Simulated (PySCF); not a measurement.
**UHF on N²⁺ (nitrogen, charge +2)**

Configuration: [He] 2s1 2p1 3s1, high-spin 4P determinant (an excited configuration). Calculation: PySCF 2.14, in dyall-acv3z (15s9p4d2f, 76 functions); the spin-free X2C one-electron Hamiltonian (Gaussian nucleus).

| Quantity | Value |
| --- | --- |
| Total energy | -51.614960 hartree |
| One-electron energy | -62.4844 hartree |
| Hartree (Coulomb) energy | 16.4078 hartree |
| Exchange energy | -5.5383 hartree |
| ⟨S²⟩ | 3.7500 |
| ⟨L²⟩ | 2.022 |
| Sum of ⟨r⟩ | 5.753 bohr |
| Sum of ⟨r²⟩ | 14.20 bohr² |
| Traceless quadrupole moment −½Σ⟨3z² − r²⟩ along its main axis | -0.159 e·bohr² |
| Langevin diamagnetic susceptibility | -11.2 ×10⁻⁶ cm³/mol |

```json
{"shell": "1s α", "electrons": "1", "mean orbital energy (eV)": "-481.92", "rms radius, mean of both spins (bohr)": "0.264"}
{"shell": "1s β", "electrons": "1", "mean orbital energy (eV)": "-477.54", "rms radius, mean of both spins (bohr)": "0.264"}
{"shell": "2s α", "electrons": "1", "mean orbital energy (eV)": "-70.026", "rms radius, mean of both spins (bohr)": "1.19"}
{"shell": "2p α", "electrons": "1", "mean orbital energy (eV)": "-59.398", "rms radius, mean of both spins (bohr)": "1.15"}
{"shell": "3s α", "electrons": "1", "mean orbital energy (eV)": "-19.855", "rms radius, mean of both spins (bohr)": "3.37"}
```

The outer electron is Rydberg-like, and this basis confines it to a smaller radius and binds it less than a complete one would.

Spin-orbit constants ζ (cm⁻¹) from the X2C one-electron operator on these orbitals: bare nucleus, nucleus screened by l(l+1)(2l+1)/3 electrons, and screened by the Breit-Pauli mean field of the electrons.

| shell | bare | screened nucleus | mean field |
| --- | --- | --- | --- |
| 2p | 220.1 | 157.2 | 135.9 |

To first order the Landé constant is A = 45.31 cm⁻¹, so the lowest level has J = 1/2 and lies 0.0140 eV below the centre of the term. This holds in LS coupling only.
